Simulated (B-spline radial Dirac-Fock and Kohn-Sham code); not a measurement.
# Mn⁺: eigenvalues, ΔSCF and the reference

System: Mn⁺, configuration [Ar] 3d4 4s2 (not the ground configuration).

The density-functional columns are spherical, spin-unpolarised Dirac-Kohn-Sham results without Breit or QED terms: −ε is minus the orbital energy of the initial state and ΔSCF the difference of two total energies. The reference in the last column comes from relaxed Dirac-Fock hole states (ΔSCF) with Breit and QED corrections and a finite nucleus. All numbers are from an atomic code on a B-spline grid, in eV; a selection of levels is shown.

```tsv
level	PBE −ε	PBE ΔSCF	Dirac-Fock
1s	6443.0	6593.3	6568.1
2s	759.3	784.3	803.5
2p1/2	652.5	682.3	682.4
2p3/2	642.0	671.5	672.2
3s	100.4	109.7	117.3
3p1/2	69.78	78.84	79.84
3p3/2	68.48	77.48	78.56
3d	20.22	28.33	26.61
4s	13.56	17.51	15.59
```

Values without a named source are computed, but for edge energies of neutral atoms, which are taken from tables.
